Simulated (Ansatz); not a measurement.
PBE exchange is replaced step by step with exact exchange (0 % is PBE, 25 % PBE0; no dispersion term), basis def2-TZVP, Ansatz. System: SnH2Me(NHMe) (C₂H₉NSn). The state is a singlet with charge 0. Geometry: PBE-D4/def2-SVP.

Geometry of the singlet:

```csv
atom,x (Å),y (Å),z (Å)
Sn1,-0.903,0.035,0.378
H2,-1.961,-1.041,-0.471
H3,-1.048,-0.244,2.098
C4,-1.257,2.116,-0.101
H5,-2.284,2.406,0.192
H6,-1.131,2.266,-1.190
H7,-0.536,2.757,0.441
N8,0.979,-0.401,-0.377
C9,1.507,-1.750,-0.235
H10,1.669,0.296,-0.068
H11,1.762,-2.078,0.806
H12,0.772,-2.486,-0.628
H13,2.429,-1.876,-0.846
```

In the def2 sets Sn takes a core potential; there is no spin–orbit coupling.

```csv
exact exchange (%),HOMO (eV),LUMO (eV),gap (eV)
0,-5.01,-0.66,4.35
5,-5.27,-0.49,4.78
10,-5.54,-0.32,5.22
15,-5.81,-0.16,5.65
25,-6.35,0.15,6.50
35,-6.90,0.45,7.35
50,-7.73,0.88,8.61
```
